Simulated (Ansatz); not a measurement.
Te₂Pb₃⁺. Total charge 1; doublet. Geometry PBE0-D4/def2-SVP; atoms count from 1.

Cartesian coordinates in Å:
```
Pb -1.2120 -0.8353 -1.1208
Pb -1.4155 -0.0518 2.1276
Pb 1.6403 -0.3314 0.7891
Te -0.5041 1.8842 0.2558
Te 1.4914 -0.6657 -2.0516
```

In the def2 sets Pb, Te take a core potential; there is no spin–orbit coupling. Another isomer (doublet) lies 1.01 eV lower at PBE0-D4/def2-TZVP; other spin states weren't run for this one.

(1) Estimate the Mulliken populations from the PBE0/def2-TZVP orbitals of Ansatz.

(2) Where does the spin sit?

(3) And the Mayer bond orders between bonded heavy atoms (over 0.3)?

Answers

(1) 
| atom | charge (e) | spin (α − β) |
| --- | --- | --- |
| Pb1 | 0.39 | 0.06 |
| Pb2 | 0.46 | 0.19 |
| Pb3 | 0.39 | 0.06 |
| Te4 | -0.14 | 0.27 |
| Te5 | -0.10 | 0.41 |
Mulliken values and Mayer orders depend strongly on the basis.

(2) Summed by element: Pb 0.32, Te 0.68, of 1 unpaired in all. Largest on single atoms: Te5 0.41, Te4 0.27, Pb2 0.19.

(3) Pb1–Pb2 0.40 (3.35 Å); Pb1–Pb3 0.32 (3.47 Å); Pb1–Te4 0.65 (3.13 Å); Pb1–Te5 1.07 (2.86 Å); Pb2–Pb3 0.40 (3.35 Å); Pb2–Te4 1.13 (2.84 Å); Pb3–Te4 0.65 (3.13 Å); Pb3–Te5 1.07 (2.86 Å).
